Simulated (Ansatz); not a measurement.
`[SiH3]P[NH][SbH2]`, charge 0, multiplicity 1.

Task: Give a relaxed structure at PBE0-D4/def2-TZVP (Ansatz 0.2.0). (An estimate is asked.)

Result: The calculation gave: 
```xyz
11

Si    1.291    0.499    1.534
P    -0.852   -0.116    1.199
N    -0.777   -0.826   -0.351
Sb   -0.338    0.136   -2.095
H     2.080   -0.710    1.889
H     1.324    1.464    2.667
H     1.916    1.128    0.337
H    -1.311    1.213    0.941
H    -1.412   -1.606   -0.437
H     0.017   -1.303   -2.957
H    -1.938    0.122   -2.726
```
This is one stationary point; other conformers may exist.
